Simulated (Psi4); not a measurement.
C$_{3}$H$_{2}$N (SMILES [CH-]=CC#N), charge -1, singlet, geometry from GFN2-xTB (a gas-phase anion, which may not be bound at this level); Psi4 with TPSS/STO-3G.

Input for Psi4:
```
memory 2 GB

molecule {
-1 1
  C    -0.29085219   -1.68925099    0.01404687
  C     0.49767615   -0.58077414   -0.00168065
  C    -0.03750760    0.70088789   -0.00410519
  H     0.37158292   -2.61776265    0.01281106
  H     1.61946705   -0.53333380   -0.01420507
  N    -0.42956402    1.79513142   -0.00688174
}

set basis sto-3g
set e_convergence 1e-8

energy('tpss')
print_variables()
```

The log (banner, timings and long lists left out):

```
   => Loading Basis Set <=

    Name: STO-3G
    Role: ORBITAL
    Keyword: BASIS

         ---------------------------------------------------------
                                   SCF
               by Justin Turney, Rob Parrish, Andy Simmonett
                          and Daniel G. A. Smith
                              RKS Reference
         ---------------------------------------------------------

  ==> Geometry <==

    Molecular point group: c1
    Full point group: C1

    Geometry (in Angstrom), charge = -1, multiplicity = 1:

       Center              X                  Y                   Z               Mass
    ------------   -----------------  -----------------  -----------------  -----------------
         C           -0.252850672721    -1.749459259555     0.014020688517    12.000000000000
         C            0.535677667279    -0.640982409555    -0.001706831483    12.000000000000
         C            0.000493917279     0.640679620445    -0.004131371483    12.000000000000
         H            0.409584437279    -2.677970919555     0.012784878517     1.007825032230
         H            1.657468567279    -0.593542069555    -0.014231251483     1.007825032230
         N           -0.391562502721     1.734923150445    -0.006907921483    14.003074004430

  Running in c1 symmetry.

  Rotational constants: A =      2.08981  B =      0.17282  C =      0.15962 [cm^-1]
  Rotational constants: A =  62650.97386  B =   5180.87648  C =   4785.17032 [MHz]
  Nuclear repulsion =   83.166959924074789

  Charge       = -1
  Multiplicity = 1
  Electrons    = 28
  Nalpha       = 14
  Nbeta        = 14

  ==> Algorithm <==

  SCF Algorithm Type is DF.
  DIIS enabled.
  MOM disabled.
  Fractional occupation disabled.
  Guess Type is SAD.
  Energy threshold   = 1.00e-08
  Density threshold  = 1.00e-06
  Integral threshold = 1.00e-12

  ==> Primary Basis <==

  Basis Set: STO-3G
    Blend: STO-3G
    Number of shells: 14
    Number of basis functions: 22
    Number of Cartesian functions: 22
    Spherical Harmonics?: true
    Max angular momentum: 1

  ==> DFT Potential <==

   => LibXC <=

    Version 7.1.2
    S. Lehtola, C. Steigemann, M. J. T. Oliveira, and M. A. L. Marques,  SoftwareX 7, 1–5 (2018) (10.1016/j.softx.2017.11.002)

   => Composite Functional: TPSS <=

    TPSS Meta-GGA XC Functional

    J. Tao, et al., Phys. Rev. Lett., 91, 146401, 2003

    Deriv               =              1
    GGA                 =           TRUE
    Meta                =           TRUE

    Exchange Hybrid     =          FALSE
    MP2 Hybrid          =          FALSE

   => Exchange Functionals <=

    1.0000   XC_MGGA_X_TPSS

   => Correlation Functionals <=

    1.0000   XC_MGGA_C_TPSS

   => LibXC Density Thresholds  <==

    XC_MGGA_C_TPSS:  1.00E-15
    XC_MGGA_X_TPSS:  1.00E-15

   => Molecular Quadrature <=

    Radial Scheme          =       TREUTLER
    Pruning Scheme         =           NONE
    Nuclear Scheme         =       TREUTLER

    Blocking Scheme        =         OCTREE
    BS radius alpha        =              1
    Pruning alpha          =              1
    Radial Points          =             75
    Spherical Points       =            302
    Total Points           =         127476
    Total Blocks           =           1045
    Max Points             =            256
    Max Functions          =             21
    Weights Tolerance      =       1.00E-15

   => Loading Basis Set <=

    Name: (STO-3G AUX)
    Role: JKFIT
    Keyword: DF_BASIS_SCF

  ==> Integral Setup <==

  SCF_SUBTYPE=INCORE selected. In-core MEM_DF algorithm will be used.
  Using in-core AOs.

  ==> MemDFJK: Density-Fitted J/K Matrices <==

    J tasked:                   Yes
    K tasked:                    No
    wK tasked:                   No
    Algorithm:                 Core
    Schwarz Cutoff:           1E-12
    Mask sparsity (%):       1.2397
    Fitting Condition:        1E-10

   => Auxiliary Basis Set <=

  Basis Set: (STO-3G AUX)
    Blend: DEF2-UNIVERSAL-JKFIT
    Number of shells: 112
    Number of basis functions: 338
    Number of Cartesian functions: 400
    Spherical Harmonics?: true
    Max angular momentum: 4

  Minimum eigenvalue in the overlap matrix is 1.5449660810E-01.
  Reciprocal condition number of the overlap matrix is 6.9980986461E-02.
    Using symmetric orthogonalization.

  ==> Pre-Iterations <==

  SCF Guess: Superposition of Atomic Densities via on-the-fly atomic UHF (no occupation information).

   -------------------------
    Irrep   Nso     Nmo
   -------------------------
     A         22      22
   -------------------------
    Total      22      22
   -------------------------

  ==> Iterations <==

                           Total Energy        Delta E     RMS |[F,P]|

   @DF-RKS iter SAD:  -166.67133998477237   -1.66671e+02   0.00000e+00
   @DF-RKS iter   1:  -167.87572985050826   -1.20439e+00   1.69864e-02 ADIIS/DIIS
   @DF-RKS iter   2:  -167.45395763306601    4.21772e-01   4.28859e-02 ADIIS/DIIS
   @DF-RKS iter   3:  -167.94358693264095   -4.89629e-01   6.14650e-03 ADIIS/DIIS
   @DF-RKS iter   4:  -167.95657076024000   -1.29838e-02   2.98050e-03 ADIIS/DIIS
   @DF-RKS iter   5:  -167.95966555972711   -3.09480e-03   5.16217e-04 ADIIS/DIIS
   @DF-RKS iter   6:  -167.95974739502216   -8.18353e-05   6.25652e-05 DIIS
   @DF-RKS iter   7:  -167.95974963577245   -2.24075e-06   9.99450e-06 DIIS
   @DF-RKS iter   8:  -167.95974968707634   -5.13039e-08   6.33437e-07 DIIS
   @DF-RKS iter   9:  -167.95974968728950   -2.13163e-10   5.20591e-08 DIIS
  Energy and wave function converged.

  ==> Post-Iterations <==

   Electrons on quadrature grid:
      Ntotal   =   27.9999993190 ; deviation = -6.810e-07

    Orbital Energies [Eh]
    ---------------------

    Doubly Occupied:

       1A    -13.621789     2A     -9.570776     3A     -9.516285
       4A     -9.378771     5A     -0.552958     6A     -0.391191
       7A     -0.235367     8A     -0.126633     9A     -0.037716
      10A     -0.026663    11A      0.012239    12A      0.025973
      13A      0.119020    14A      0.234918

    Virtual:

      15A      0.329495    16A      0.364064    17A      0.472903
      18A      0.621585    19A      0.637978    20A      0.780227
      21A      0.960509    22A      1.247450

    Final Occupation by Irrep:
              A
    DOCC [    14 ]
    NA   [    14 ]
    NB   [    14 ]

  @DF-RKS Final Energy:  -167.95974968728950

   => Energetics <=

    Nuclear Repulsion Energy =             83.1669599240747885
    One-Electron Energy =                -399.3336045072521188
    Two-Electron Energy =                 172.6407743423724810
    DFT Exchange-Correlation Energy =     -24.4338794464846458
    Empirical Dispersion Energy =           0.0000000000000000
    VV10 Nonlocal Energy =                  0.0000000000000000
    Total Energy =                       -167.9597496872895022

Computation Completed

Properties will be evaluated at   0.000000,   0.000000,   0.000000 [a0]

Properties computed using the SCF density matrix

 Multipole Moments:

 ------------------------------------------------------------------------------------
     Multipole            Electronic (a.u.)      Nuclear  (a.u.)        Total (a.u.)
 ------------------------------------------------------------------------------------

 L = 1.  Multiply by 2.5417464519 to convert [e a0] to [Debye]
 Dipole X            :         -1.2511502            1.9389364            0.6877862
 Dipole Y            :          3.6719883           -3.0719827            0.6000057
 Dipole Z            :         -0.0100198           -0.0013359           -0.0113556
 Magnitude           :                                                    0.9127900

 ------------------------------------------------------------------------------------

  Variable Map:
  ----------------------------------------------------------------------------
  "CURRENT ENERGY"              =>    -167.959749687290
  "CURRENT REFERENCE ENERGY"    =>    -167.959749687290
  "DD SOLVATION ENERGY"         =>       0.000000000000
  "DFT FUNCTIONAL TOTAL ENERGY" =>    -167.959749687290
  "DFT TOTAL ENERGY"            =>    -167.959749687290
  "DFT VV10 ENERGY"             =>       0.000000000000
  "DFT XC ENERGY"               =>     -24.433879446485
  "GRID ELECTRONS ALPHA"        =>      13.999999659481
  "GRID ELECTRONS BETA"         =>      13.999999659481
  "GRID ELECTRONS TOTAL"        =>      27.999999318961
  "NUCLEAR REPULSION ENERGY"    =>      83.166959924075
  "ONE-ELECTRON ENERGY"         =>    -399.333604507252
  "PCM POLARIZATION ENERGY"     =>       0.000000000000
  "PE ENERGY"                   =>       0.000000000000
  "SCF ITERATION ENERGY"        =>    -167.959749687290
  "SCF ITERATIONS"              =>       9.000000000000
  "SCF TOTAL ENERGY"            =>    -167.959749687290
  "TWO-ELECTRON ENERGY"         =>     172.640774342372
  "XC GRID RADIAL POINTS"       =>      75.000000000000
  "XC GRID SPHERICAL POINTS"    =>     302.000000000000
  "XC GRID TOTAL POINTS"        =>  127476.000000000000

  Array Variable Map:
  ----------------------------------------------------------------------------
  "CURRENT DIPOLE"              =>       0.687786158478 ... -0.011355635832 1 by 3
  "SCF DIPOLE"                  =>       0.687786158478 ... -0.011355635832 1 by 3
  "SCF TOTAL ENERGIES"          =>    -166.671339984772 ... -167.959749687290 1 by 10
```
